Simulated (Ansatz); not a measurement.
**Question.** Name a neutral molecule of B, C, F, O and H with HOMO–LUMO gap (PBE0/def2-TZVPP) between 8.00 and 8.30 eV and size of the dipole moment (B3LYP/def2-TZVPP) between 2.25 and 2.55 D (Ansatz, PBE0-D4/def2-TZVP geometry).

**Answer.** `OBCF` (8.29 eV, 2.47 D). Other molecules can fit too; these were computed, each in one conformer that needn't be the lowest.

B3LYP here is the variant with VWN-RPA as its local correlation; programs differ in this.
